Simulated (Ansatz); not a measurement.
Stepwise reaction of `N[Si](N)(F)[SiH3]` with hydrogen chloride, as a gas-phase model of exchange steps in deposition or etching. ΔE in kJ/mol; ΔG adds harmonic PBE0-D4 terms to CCSD(T)/CBS, at 1 bar.

Isolated molecules relaxed with PBE0-D4/def2-TZVP in Ansatz; ΔE leaves out vibrations. CCSD(T)/CBS adds triple-zeta CCSD(T) − MP2 to the extrapolated MP2 energy (def2 sets, frozen cores). This one scheme is used for every species. Functionals use def2-TZVPP. B3LYP here is the variant with VWN-RPA as its local correlation; programs differ in this. One conformer a species, not always the lowest.

| step | reaction | PBE-D4 | B3LYP-D4 | ωB97M-V | CCSD(T)/CBS | ΔG(500 K) |
| --- | --- | --- | --- | --- | --- | --- |
| 1 | `N[Si](N)(F)[SiH3]` + HCl → `N[Si](F)([SiH3])Cl` + NH₃ | -39.5 | -36.2 | -36.7 | -35.9 | -33.2 |
| 2 | `N[Si](F)([SiH3])Cl` + HCl → `F[Si]([SiH3])(Cl)Cl` + NH₃ | -39.5 | -34.7 | -35.7 | -35.2 | -26.0 |

(1) By hand: ΔE of the 2 steps together at CCSD(T)/CBS.

Results:

(1) (-35.9) + (-35.2) = -71.1 kJ/mol, or -35.5 kJ/mol a step.

In ΔE the steps differ by no more than 0.7 kJ/mol. All are downhill at CCSD(T)/CBS. ΔG lies between -33.2 and -26.0 kJ/mol a step. PBE-D4 differs from CCSD(T)/CBS by -4.3 to -3.6 kJ/mol a step. Only this route is followed, and other bonds may react first. Isolated molecules leave out the surface, adducts and barriers. Largest T1 diagnostic: 0.012.
